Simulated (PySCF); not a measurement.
PySCF 2.14 output of an unrestricted LDA calculation on a single atom or ion in aug-cc-pwCVTZ-DK (10s9p7d4f3g, 127 functions), with scalar relativity by spin-free X2C-1e:

```
SCF conv_tol = 1e-09
number electrons alpha = 12  beta = 10
    P. A. M. Dirac.,  Math. Proc. Cambridge Philos. Soc. 26, 376 (1930)
    F. Bloch.,  Z. Phys. 57, 545 (1929)
    S. H. Vosko, L. Wilk, and M. Nusair.,  Can. J. Phys. 58, 1200 (1980)
cycle= 1 E= -762.210044087306  delta_E= -0.0247  |g|= 0.151  |ddm|= 4.44
cycle= 2 E= -762.102941121266  delta_E= 0.107  |g|= 0.441  |ddm|= 1.37
cycle= 3 E= -762.216506402094  delta_E= -0.114  |g|= 0.0876  |ddm|= 0.831
cycle= 4 E= -762.142475330189  delta_E= 0.074  |g|= 0.27  |ddm|= 1.17
cycle= 5 E= -762.181536767929  delta_E= -0.0391  |g|=  0.2  |ddm|= 0.231
cycle= 6 E= -762.204077449406  delta_E= -0.0225  |g|= 0.142  |ddm|= 0.174
cycle= 7 E= -762.224023943899  delta_E= -0.0199  |g|= 0.0421  |ddm|= 0.316
cycle= 8 E= -762.225846676003  delta_E= -0.00182  |g|= 0.00199  |ddm|= 0.16
cycle= 9 E= -762.225853628334  delta_E= -6.95e-06  |g|= 0.00133  |ddm|= 0.195
cycle= 10 E= -762.225851254597  delta_E= 2.37e-06  |g|= 0.00152  |ddm|= 0.0522
cycle= 11 E= -762.225848740226  delta_E= 2.51e-06  |g|= 0.000785  |ddm|= 0.22
cycle= 12 E= -762.225849359498  delta_E= -6.19e-07  |g|= 0.000297  |ddm|= 0.0549
cycle= 13 E= -762.225849342457  delta_E= 1.7e-08  |g|= 0.000277  |ddm|= 0.0114
cycle= 14 E= -762.225849398387  delta_E= -5.59e-08  |g|= 4.69e-05  |ddm|= 0.0188
cycle= 15 E= -762.225849400805  delta_E= -2.42e-09  |g|= 4e-06  |ddm|= 0.000856
cycle= 16 E= -762.225849400819  delta_E= -1.39e-11  |g|= 1.06e-06  |ddm|= 0.000127
converged SCF energy = -762.225849400819  <S^2> = 2.0084069  2S+1 = 3.0055994
```

The run itself started from symmetry-adapted Hartree-Fock orbitals and held the occupation by maximum overlap, on a logarithmic radial grid, so the iterations belong to that start.

Task: Which element, charge and spin multiplicity is this?

Result: Sc⁻ (scandium, charge -1), multiplicity 3; the state was [Ar] 3d2 4s2, high-spin 3F determinant.

The configuration of this anion was assumed by filling the next shell in order. It is not the known or likely ground configuration (Ca⁻, Sr⁻ and Ba⁻, for instance, bind a p electron), so these values are not the electron affinity of the element. At LDA the highest occupied level has a positive energy, so only the finite basis holds that electron.
